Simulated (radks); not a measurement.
Ionisation ladder of ruthenium, from Ru XXIII to Ru XLIV. Each ion is in the ground configuration listed by NIST, and IE = E(next ion) - E(this ion), with E = 0 for the bare nucleus. Calculated with a radial shooting solver on a logarithmic mesh with Libxc functionals: Dirac Kohn-Sham, PBE, spin-unpolarised, spherical densities, point nucleus; open shells are shared between the two j in proportion to 2j + 1.

| species | configuration | IE, Delta-SCF (eV) | <r> HOMO (bohr) | IE, NIST (eV) | kind | error (eV) |
|---|---|---|---|---|---|---|
| Ru XXIII | [Ar] 3d4 | 1044.1 | 0.338 | 1048 | theory | -3.9 |
| Ru XXIV | [Ar] 3d3 | 1111.4 | 0.333 | 1115 | theory | -3.6 |
| Ru XXV | [Ar] 3d2 | 1180.2 | 0.328 | 1187 | theory | -6.8 |
| Ru XXVI | [Ar] 3d1 | 1250.5 | 0.323 | 1253 | theory | -2.5 |
| Ru XXVII | [Ar] | 1460.9 | 0.357 | 1447 | semi-emp. | +13.9 |
| Ru XXVIII | [Ne] 3s2 3p5 | 1525.6 | 0.354 | 1507 | semi-emp. | +18.9 |
| Ru XXIX | [Ne] 3s2 3p4 | 1591.0 | 0.351 | 1577 | semi-emp. | +14.0 |
| Ru XXX | [Ne] 3s2 3p3 | 1656.9 | 0.348 | 1659 | semi-emp. | -2.1 |
| Ru XXXI | [Ne] 3s2 3p2 | 1723.3 | 0.344 | 1743 | semi-emp. | -19.7 |
| Ru XXXII | [Ne] 3s2 3p1 | 1789.9 | 0.341 | 1794 | semi-emp. | -4.1 |
| Ru XXXIII | [Ne] 3s2 | 1951.9 | 0.348 | 1949 | semi-emp. | +2.9 |
| Ru XXXIV | [Ne] 3s1 | 2015.9 | 0.345 | 2013.0 | semi-emp. | +2.9 |
| Ru XXXV | [Ne] | 4806.5 | 0.125 | 4758 | semi-emp. | +48.5 |
| Ru XXXVI | [He] 2s2 2p5 | 4994.4 | 0.124 | 4939 | semi-emp. | +55.4 |
| Ru XXXVII | [He] 2s2 2p4 | 5184.5 | 0.123 | 5136 | semi-emp. | +48.5 |
| Ru XXXVIII | [He] 2s2 2p3 | 5376.5 | 0.121 | 5330 | semi-emp. | +46.5 |
| Ru XXXIX | [He] 2s2 2p2 | 5569.9 | 0.120 | 5647 | semi-emp. | -77.1 |
| Ru XL | [He] 2s2 2p1 | 5764.2 | 0.119 | 5861 | semi-emp. | -96.8 |
| Ru XLI | [He] 2s2 | 6152.8 | 0.136 | 6137 | semi-emp. | +15.8 |
| Ru XLII | [He] 2s1 | 6310.8 | 0.135 | 6311.7 | theory | -1.0 |
| Ru XLIII | [He] | 26341 | 0.0332 | 26229.9 | theory | +110.8 |
| Ru XLIV | 1s1 | 26986 | 0.0330 | 27033.6 | theory | -47.4 |

Reference values: NIST Atomic Spectra Database (exp. = measured, semi-emp. = semi-empirical, theory = theoretical value adopted there). Errors are taken from the NIST values before rounding. The ionisation energy per charge of the ion left behind rises most, in proportion, at Ru XLIII ([He]), from 150.26 to 612.57 eV. Against the entries that are not theoretical the mean signed error is +0.2 % and the largest -1.7 %. Spin polarisation and multiplet splitting are left out, so open shells lie too high by an amount that depends on their filling. Sharing an open shell by 2j + 1 raises it above the true ground level by a part of the spin-orbit splitting, which enters the differences from NIST. Nuclear size, the Breit interaction and QED, all absent here, shift the 1s and 2s values of heavy ions.

Beside tabulated values, note that spin-unpolarised runs miss the spin-polarisation part of the exchange energy of open shells.
